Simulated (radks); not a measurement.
Results of a calculation; reference values are marked as such.
Valence configurations of P II (all share [Ne]). Code: a radial shooting solver on a logarithmic mesh with Libxc functionals. Model: Dirac Kohn-Sham, PBE, spin-unpolarised, spherical densities, finite nucleus; open shells are shared between the two j in proportion to 2j + 1; Fermi nuclear charge, rms radius 3.1889 fm. Energies are relative to 3s2 3p2; eigenvalues in eV.

valence      E (eV)  e(3p1/2)  e(3p3/2)  e(3s1/2)
3s2 3p2       0.000   -14.258   -14.193   -23.286
3s1 3p3       9.120   -14.855   -14.788   -23.977
3p4          18.331   -15.415   -15.345         -
3s0.5 3p3.5  13.715   -15.140   -15.071   -24.305
3s1.5 3p2.5   4.548   -14.562   -14.495   -23.638

NIST lists [Ne] 3s2 3p2 as the ground configuration; this level of theory agrees among the configurations tried. The energies are those of spherical spin-averaged densities, not of single terms.
